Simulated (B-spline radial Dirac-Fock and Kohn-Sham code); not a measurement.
**Ru: eigenvalues, ΔSCF and the reference**

System: neutral ruthenium, configuration 1s2 2s2 2p6 3s2 3p6 3d10 4s2 4p6 4d8 (an excited configuration).

The density-functional columns are spherical, spin-unpolarised Dirac-Kohn-Sham results without Breit or QED terms: −ε is minus the orbital energy of the initial state and ΔSCF the difference of two total energies. The reference in the last column comes from Dirac-Fock ΔSCF + Breit + QED. All numbers are from an atomic code on a B-spline grid, in eV; a selection of levels is shown. The Kohn-Sham columns are given as differences from the reference. For the 1s level of heavy atoms much of the gap between ΔSCF and the reference is the Breit and QED part, -63.3 eV here; for other levels the error of the functional can be larger.

| level | LDA −ε − DF | LDA ΔSCF − DF | Dirac-Fock |
| --- | --- | --- | --- |
| 1s | -227.9 | +57.0 | 22121.4 |
| 2s | -89.1 | -42.5 | 3234.6 |
| 2p1/2 | -64.1 | -5.6 | 2972.4 |
| 2p3/2 | -65.8 | -10.2 | 2843.3 |
| 3s | -41.4 | -26.9 | 592.4 |
| 3p1/2 | -31.3 | -16.6 | 490.3 |
| 3p3/2 | -31.1 | -16.8 | 467.8 |
| 4s | -11.7 | -5.9 | 85.34 |
| 4p1/2 | -7.2 | -1.7 | 53.43 |
| 4p3/2 | -7.3 | -1.9 | 50.15 |
| 4d | -1.8 | +2.7 | 5.16 |

Values without a named source are computed, but for edge energies of neutral atoms, which are taken from tables.
